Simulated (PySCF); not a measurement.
Molecule: `CCO[C@H](C)CC`, C6H14O.

Molfile (atoms numbered from 1):
```
C6H14O
     RDKit          3D

 21 20  0  0  0  0  0  0  0  0999 V2000
   -2.1218   -0.7569    0.0653 C   0  0  0  0  0  0  0  0  0  0  0  0
   -1.1663    0.3118    0.5392 C   0  0  0  0  0  0  0  0  0  0  0  0
    0.0521    0.1555   -0.1304 O   0  0  0  0  0  0  0  0  0  0  0  0
    1.0882    1.0223    0.2726 C   0  0  2  0  0  0  0  0  0  0  0  0
    0.9227    2.4096   -0.3306 C   0  0  0  0  0  0  0  0  0  0  0  0
    2.4021    0.3713   -0.1339 C   0  0  0  0  0  0  0  0  0  0  0  0
    2.6254   -0.9850    0.5120 C   0  0  0  0  0  0  0  0  0  0  0  0
   -2.2789   -0.6764   -1.0205 H   0  0  0  0  0  0  0  0  0  0  0  0
   -1.7183   -1.7580    0.2778 H   0  0  0  0  0  0  0  0  0  0  0  0
   -3.0961   -0.6584    0.5667 H   0  0  0  0  0  0  0  0  0  0  0  0
   -1.0118    0.2353    1.6360 H   0  0  0  0  0  0  0  0  0  0  0  0
   -1.6014    1.3146    0.3527 H   0  0  0  0  0  0  0  0  0  0  0  0
    1.0698    1.1082    1.3814 H   0  0  0  0  0  0  0  0  0  0  0  0
   -0.0275    2.8743   -0.0283 H   0  0  0  0  0  0  0  0  0  0  0  0
    0.9368    2.3453   -1.4297 H   0  0  0  0  0  0  0  0  0  0  0  0
    1.7369    3.0765   -0.0097 H   0  0  0  0  0  0  0  0  0  0  0  0
    3.2243    1.0613    0.1190 H   0  0  0  0  0  0  0  0  0  0  0  0
    2.4024    0.2719   -1.2332 H   0  0  0  0  0  0  0  0  0  0  0  0
    1.7977   -1.6648    0.2641 H   0  0  0  0  0  0  0  0  0  0  0  0
    3.5647   -1.4452    0.1704 H   0  0  0  0  0  0  0  0  0  0  0  0
    2.6738   -0.9013    1.6100 H   0  0  0  0  0  0  0  0  0  0  0  0
  1  2  1  0
  2  3  1  0
  3  4  1  0
  4  5  1  0
  4  6  1  0
  6  7  1  0
  1  8  1  0
  1  9  1  0
  1 10  1  0
  2 11  1  0
  2 12  1  0
  4 13  1  1
  5 14  1  0
  5 15  1  0
  5 16  1  0
  6 17  1  0
  6 18  1  0
  7 19  1  0
  7 20  1  0
  7 21  1  0
M  END
```

Geometry PBE0-D3(BJ)/def2-SVP throughout; GIAO in PySCF 2.14.0 with density-fitted response routines, gas phase, one conformer, non-relativistic; equivalent atoms averaged; basis pcSseg-1.

Task: How do the shifts δ (against TMS at the same level) depend on the functional? (a selection of nuclei; ppm; last column core-seconds on shared hosts with different chips, so compare them loosely; the GGAs took longer than the global hybrids here, which isn't the general rule, and the cause wasn't traced)

Result: 
| functional | kind | C6 | C5 | C7 | H12 | H11 | H13 | H8/H9/H10 | H17 | H19/H20/H21 | core-s |
| --- | --- | --- | --- | --- | --- | --- | --- | --- | --- | --- | --- |
| PBE | GGA | 35.4 | 19.4 | 12.9 | 3.86 | 3.09 | 3.01 | 1.25 | 1.23 | 1.03 | 31 |
| KT3 | GGA | 34.4 | 19.2 | 13.7 | 3.77 | 3.02 | 2.97 | 1.23 | 1.22 | 1.04 | 31 |
| B3LYP | global hybrid | 35.2 | 20.0 | 13.3 | 3.69 | 2.96 | 2.84 | 1.26 | 1.14 | 1.05 | 25 |
| PBE0 | global hybrid | 33.6 | 19.5 | 12.7 | 3.63 | 2.91 | 2.81 | 1.24 | 1.10 | 1.03 | 18 |
| mPW1PW91 | global hybrid | 33.6 | 19.6 | 12.9 | 3.61 | 2.90 | 2.80 | 1.24 | 1.09 | 1.03 | 20 |
| BHandHLYP | global hybrid | 33.4 | 20.0 | 12.9 | 3.47 | 2.80 | 2.65 | 1.27 | 1.03 | 1.06 | 20 |
| CAM-B3LYP | range-separated hybrid | 34.2 | 19.9 | 12.5 | 3.62 | 2.92 | 2.78 | 1.27 | 1.10 | 1.05 | 34 |
| wB97X-D | range-separated hybrid | 33.3 | 20.1 | 12.9 | 3.57 | 2.89 | 2.76 | 1.25 | 1.05 | 1.03 | 22 |
| LC-wPBE | range-separated hybrid | 31.7 | 19.6 | 12.0 | 3.49 | 2.84 | 2.72 | 1.24 | 1.01 | 1.02 | 37 |

Task: Which nucleus among those listed moves most, in ppm?

Result: C6 (sp3 CH2): from 31.7 ppm with LC-wPBE to 35.4 ppm with PBE. The smallest spread is 0.04 ppm, at H8/H9/H10. Proton shifts span only some 12 ppm, so a few tenths of a ppm matter as much there as several ppm in carbon.
